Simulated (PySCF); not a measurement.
Ge(Cl)3(SH) (Cl3GeHS), SMILES [SH][Ge]([Cl])([Cl])[Cl].

Coordinates come from a B3LYP-D3(BJ)/def2-SVP optimisation. The structure was generated by enumeration, and PubChem lists no compound with its InChIKey, so it may never have been made. The values are those of a single conformer.

Two levels are set side by side: TDA-PBE/def2-SVPD (PySCF) and TDA-ωB97X/def2-SVPD (PySCF). Vertical, same geometry. The lowest singlet is HOMO→LUMO 99 % with PBE and HOMO→LUMO 88 % with the other functional; states are paired by order. Differences are taken from unrounded values.

| quantity | TDA-ωB97X |
|---|---|
| lowest singlet excitation (eV) | 5.13 |
| lowest triplet excitation (TDA) (eV) | 4.66 |
| first bright state (f over 0.05) (eV) | 6.73 |
| its oscillator strength | 0.11 |

What does TDA-PBE give, and how far is it from TDA-ωB97X? (An estimate is asked for; the answer gives what the named calculation found.)


| quantity | TDA-PBE | TDA-PBE minus TDA-ωB97X |
|---|---|---|
| lowest singlet excitation (eV) | 3.90 | -1.22 |
| lowest triplet excitation (TDA) (eV) | 3.57 | -1.09 |
| first bright state (f over 0.05) (eV) | 5.30 | -1.43 |
| its oscillator strength | 0.06 | -0.05 |

A lower first singlet is the usual sign of a functional without exact exchange. Differences between two approximate levels are no errors against the true value.

Rough cost on one machine, each run with all the roots and properties that it gave: TDA-ωB97X against TDA-PBE about 5 times.
